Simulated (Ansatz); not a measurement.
System: C$_{4}$H$_{3}$BrSe, net charge 0, singlet state. 
Structure (B3LYP-D3(BJ)/def2-TZVP (Ansatz, an electronic-structure program) minimum search):
SMILES: Brc1ccc[se]1
```xyz
9

Br     1.9902    -0.1937    -0.2145
C      0.1268    -0.4308    -0.0992
C     -0.5461    -1.5961    -0.2781
C     -1.9623    -1.4809    -0.1301
C     -2.4198    -0.2374     0.1642
Se    -1.0217     1.0010     0.2943
H     -0.0468    -2.5254    -0.5118
H     -2.6230    -2.3295    -0.2454
H     -3.4411     0.0705     0.3168
```

Wanted: vertical triplet-singlet gap (E(triplet) - E(singlet); each state is the SCF solution reached for its spin; for the triplet the Hartree-Fock reference is unstable and T1 is 0.022; for the singlet the Hartree-Fock reference is unstable and T1 is 0.013), in eV. Valence correlation only, unless marked. Open shells are spin-unrestricted. No spin-orbit coupling. The frozen core is the preceding noble-gas configuration, with the filled d and f shells of earlier blocks. No relativistic terms. 

```json
[
 {"level": "r2SCAN/def2-TZVPD", "program": "Ansatz", "vertical triplet-singlet gap (eV)": "3.31"},
 {"level": "BHLYP/def2-TZVPD", "program": "Ansatz", "vertical triplet-singlet gap (eV)": "3.34"},
 {"level": "CAM-B3LYP/def2-TZVPD", "program": "Ansatz", "vertical triplet-singlet gap (eV)": "3.45"},
 {"level": "wB97M-V/def2-TZVPD", "program": "Ansatz", "vertical triplet-singlet gap (eV)": "3.65"},
 {"level": "wB97X-V/def2-TZVPD", "program": "Ansatz", "vertical triplet-singlet gap (eV)": "3.57"},
 {"level": "RI-MP2/aug-cc-pVTZ", "program": "Ansatz", "vertical triplet-singlet gap (eV)": "4.51"},
 {"level": "CCSD/aug-cc-pVTZ", "program": "Ansatz", "vertical triplet-singlet gap (eV)": "3.53"},
 {"level": "CCSD(T)/aug-cc-pVDZ", "program": "Ansatz", "vertical triplet-singlet gap (eV)": "3.64"},
 {"level": "CCSD(T)/aug-cc-pVTZ", "program": "Ansatz", "vertical triplet-singlet gap (eV)": "3.63"}
]
```
